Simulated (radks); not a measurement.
Effect of the nuclear size on the tantalum ion Ta+, [Xe] 4f14 5d3 6s1. Calculated with a radial shooting solver on a logarithmic mesh with Libxc functionals: Dirac Kohn-Sham, relativistic LDA (MacDonald-Vosko exchange, VWN5 correlation), spin-unpolarised, spherical densities, finite nucleus; open shells fill j = l - 1/2 first; Fermi nuclear charge, rms radius 5.3507 fm. The rms radius is varied about that value; shifts are against it.

| rms radius (fm) | total energy shift (eV) | density at nucleus (e/bohr^3) | 1s1/2 shift (meV) | 2s1/2 shift (meV) | 5p1/2 shift (meV) | 6s1/2 shift (meV) | 5d3/2 shift (meV) | 6p1/2 (empty) shift (meV) | 7s1/2 (empty) shift (meV) |
|---|---|---|---|---|---|---|---|---|---|
| 4.6337 | -13.2 | 1.358e+06 | -5340 | -746 | 0.263 | -0.661 | 0.269 | 0.094 | -0.100 |
| 4.8263 | -9.81 | 1.339e+06 | -3960 | -553 | 0.195 | -0.490 | 0.200 | 0.069 | -0.074 |
| 5.3507 | 0 | 1.294e+06 | 0.000 | 0.000 | 0.000 | 0.000 | 0.000 | 0.000 | 0.000 |
| 5.8751 | 10.5 | 1.254e+06 | 4230 | 590 | -0.208 | 0.523 | -0.213 | -0.074 | 0.079 |
| 5.9179 | 11.4 | 1.251e+06 | 4580 | 640 | -0.225 | 0.567 | -0.231 | -0.080 | 0.086 |

Slopes of the eigenvalues against <r^2> in GHz/fm^2, as finite differences over the two radii next to the reference (eigenvalue slopes, not the field-shift constants of lines): 1s1/2 176000, 2s1/2 24600, 5p1/2 -8.68, 6s1/2 21.8, 5d3/2 -8.89, 6p1/2 (empty) -3.09, 7s1/2 (empty) 3.31.
